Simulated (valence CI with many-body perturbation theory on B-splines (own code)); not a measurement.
# Eu⁴⁹⁺: electric-dipole lines

Calculated by configuration interaction combined with many-body perturbation theory (CI+MBPT): four valence electrons over a frozen Dirac-Fock core [Ne], radial functions for each j: 11 s, 11 p, 9 d, 7 f, 5 g, 2 h, 1 i, with the one-electron correlation potential Σ1 (screened to all orders), the two-electron term Σ2, the three-electron term Σ3, Breit, model QED; selected single and double excitations, second order for the rest (own B-spline code, finite nucleus).

The last digits are not significant, and no measured levels were compared; by estimate large intervals hold to a few tenths of a per cent, small ones and those within an open d or f shell to about a per cent.

Lines 151 to 200 of 236 in falling wavelength, among levels below 54.586 Ry, chosen from the strongest by gf and those to the six lowest levels. Wavelengths and rates use the calculated energies. Electric multipoles are in the length gauge, E1 and E2 with the static RPA response of the core. Weak lines are less certain than strong ones. Lines between different terms over intervals too small for the method are left out, as are lines whose strength nearly cancels. The highest levels of a list are the least certain.

Levels are named by their leading jj configuration (3d3/2^4 stands for four electrons in 3d with j = 3/2), which in mixed levels can hold well under half, so a name can repeat and another be missing. Letters in brackets count levels of one name in rising energy.

```csv
λ vac (Å),Upper,Lower,A (s⁻¹),log gf,Branch %
38.97,(3s 3p1/2 3p3/2 3d5/2) J=2 [b],(3s^2 3p1/2 3d3/2) J=1,1.95e+10,-1.65,4.3
38.94,(3s 3p3/2^3) J=1,(3s^2 3p3/2^2) J=0,4.81e+11,-0.48,31.8
38.82,(3s 3p1/2 3p3/2^2) J=1 [a],(3s^2 3p1/2 3p3/2) J=1,3.33e+11,-0.65,92.2
38.78,(3s 3p1/2 3p3/2 3d3/2) J=3 [c],(3s^2 3p1/2 3d3/2) J=2,6.32e+11,0.00,96.0
38.62,(3s 3p1/2 3p3/2^2) J=2 [b],(3s^2 3p1/2 3p3/2) J=1,1.05e+10,-1.93,2.1
38.61,(3s 3p1/2 3p3/2 3d3/2) J=1 [c],(3s^2 3p1/2 3d3/2) J=2,7.30e+11,-0.31,82.5
38.52,(3s 3p1/2 3p3/2^2) J=1 [b],(3s^2 3p1/2 3p3/2) J=2,7.27e+11,-0.31,70.5
38.46,(3s 3p1/2 3p3/2 3d5/2) J=1 [c],(3s^2 3p1/2 3d5/2) J=2,1.58e+11,-0.98,37.7
38.44,(3s 3p1/2 3p3/2 3d5/2) J=3 [d],(3s^2 3p1/2 3d5/2) J=3,3.35e+11,-0.28,48.8
38.32,(3s 3p1/2 3p3/2 3d5/2) J=2 [c],(3s^2 3p1/2 3d5/2) J=3,1.55e+11,-0.77,27.8
38.30,(3s 3p1/2 3p3/2 3d5/2) J=3 [d],(3s^2 3p1/2 3d5/2) J=2,4.32e+10,-1.18,6.3
38.18,(3s 3p1/2 3p3/2 3d5/2) J=2 [c],(3s^2 3p1/2 3d5/2) J=2,7.96e+10,-1.06,14.3
37.92,(3s 3p1/2 3p3/2 3d3/2) J=1 [a],(3s 3p1/2^2 3p3/2) J=2,1.19e+10,-2.11,44.9
37.62,(3s 3p1/2 3p3/2^2) J=1 [b],(3s^2 3p1/2 3p3/2) J=1,2.85e+11,-0.74,27.6
37.61,(3s 3p1/2 3p3/2 3d5/2) J=2 [d],(3s^2 3p1/2 3d5/2) J=3,4.41e+11,-0.33,39.5
37.47,(3s 3p1/2 3p3/2 3d5/2) J=2 [d],(3s^2 3p1/2 3d5/2) J=2,1.69e+11,-0.75,15.1
37.47,(3s 3p1/2 3p3/2 3d3/2) J=3 [a],(3s 3p1/2^2 3p3/2) J=2,1.70e+10,-1.60,57.4
37.36,(3s 3p1/2 3p3/2 3d3/2) J=2 [c],(3s 3p1/2^2 3p3/2) J=1,3.61e+10,-1.42,8.7
37.35,(3s 3p1/2 3p3/2 3d3/2) J=2 [b],(3s 3p1/2^2 3p3/2) J=2,1.40e+11,-0.83,41.5
37.22,(3s^2 3d3/2^2) J=2,(3s^2 3p1/2 3d5/2) J=3,7.39e+10,-1.11,3.7
36.99,(3s 3p3/2^3) J=1,(3s^2 3p3/2^2) J=2,1.03e+12,-0.20,68.1
36.95,(3s 3p1/2 3p3/2 3d3/2) J=1 [d],(3s^2 3p1/2 3d3/2) J=2,1.51e+11,-1.03,16.2
36.40,(3s 3p1/2 3p3/2 3d3/2) J=1 [b],(3s 3p1/2^2 3p3/2) J=1,2.12e+10,-1.90,2.5
36.40,(3s 3p1/2 3p3/2 3d3/2) J=2 [d],(3s 3p1/2^2 3p3/2) J=1,1.42e+10,-1.85,1.4
36.20,(3s 3p1/2 3p3/2 3d5/2) J=2 [c],(3s^2 3p1/2 3d3/2) J=1,4.05e+10,-1.40,7.3
36.09,(3s 3p1/2 3p3/2 3d3/2) J=2 [e],(3s^2 3p1/2 3d3/2) J=2,3.14e+11,-0.51,23.7
35.75,(3s 3p1/2 3p3/2 3d3/2) J=1 [c],(3s 3p1/2^2 3p3/2) J=1,8.23e+10,-1.32,9.3
35.56,(3s 3p1/2 3p3/2 3d5/2) J=2 [d],(3s^2 3p1/2 3d3/2) J=1,5.83e+10,-1.26,5.2
35.22,(3s^2 3d3/2^2) J=2,(3s^2 3p1/2 3d3/2) J=1,1.15e+12,0.03,57.1
34.87,(3s 3p1/2 3p3/2 3d3/2) J=2 [c],(3s 3p1/2^2 3p3/2) J=2,9.47e+10,-1.06,22.9
34.81,(3s 3p1/2 3p3/2 3d5/2) J=2 [a],(3s 3p1/2^2 3p3/2) J=1,1.47e+09,-2.88,0.6
34.49,(3s 3p1/2 3p3/2 3d3/2) J=3 [b],(3s 3p1/2^2 3p3/2) J=2,6.64e+11,-0.08,94.3
34.35,(3s^2 3p3/2 3d3/2) J=3,(3s^2 3p1/2 3p3/2) J=2,7.85e+11,-0.01,99.9
34.33,(3s 3p1/2 3p3/2 3d3/2) J=1 [d],(3s 3p1/2^2 3p3/2) J=1,6.28e+11,-0.48,67.4
34.24,(3s^2 3p3/2 3d3/2) J=2,(3s^2 3p1/2 3p3/2) J=2,1.01e+12,-0.05,68.4
34.16,(3s^2 3p3/2 3d3/2) J=1,(3s^2 3p1/2 3p3/2) J=2,1.25e+11,-1.18,10.6
34.04,(3s 3p1/2 3p3/2 3d3/2) J=1 [b],(3s 3p1/2^2 3p3/2) J=2,7.83e+11,-0.39,92.4
34.03,(3s 3p1/2 3p3/2 3d3/2) J=2 [d],(3s 3p1/2^2 3p3/2) J=2,9.14e+11,-0.10,92.0
33.62,(3s 3p1/2 3p3/2 3d3/2) J=0 [b],(3s 3p1/2^2 3p3/2) J=1,6.47e+11,-0.96,63.8
33.59,(3s 3p1/2 3p3/2 3d3/2) J=3 [c],(3s 3p1/2^2 3p3/2) J=2,8.98e+09,-1.97,1.4
33.58,(3s 3p1/2 3p3/2 3d3/2) J=2 [e],(3s 3p1/2^2 3p3/2) J=1,4.32e+11,-0.44,32.6
33.52,(3s^2 3p3/2 3d3/2) J=2,(3s^2 3p1/2 3p3/2) J=1,4.67e+11,-0.41,31.6
33.47,(3s 3p1/2 3p3/2 3d3/2) J=1 [c],(3s 3p1/2^2 3p3/2) J=2,2.80e+10,-1.85,3.2
33.44,(3s^2 3p3/2 3d3/2) J=1,(3s^2 3p1/2 3p3/2) J=1,1.06e+12,-0.27,89.3
33.44,(3s^2 3d3/2^2) J=0,(3s^2 3p1/2 3d3/2) J=1,2.41e+12,-0.39,99.5
33.36,(3s^2 3p1/2 3d3/2) J=1,(3s^2 3p1/2^2) J=0,1.43e+12,-0.14,99.7
33.33,(3s^2 3p3/2 3d3/2) J=0,(3s^2 3p1/2 3p3/2) J=1,1.03e+12,-0.77,100.0
33.06,(3s 3p1/2 3p3/2 3d5/2) J=1 [a],(3s 3p1/2^2 3p3/2) J=1,6.49e+11,-0.50,77.1
32.83,(3s 3p1/2 3p3/2 3d5/2) J=2 [b],(3s 3p1/2^2 3p3/2) J=1,1.13e+11,-1.04,24.9
32.64,(3s 3p1/2 3p3/2 3d5/2) J=2 [a],(3s 3p1/2^2 3p3/2) J=2,4.63e+10,-1.43,20.2
```
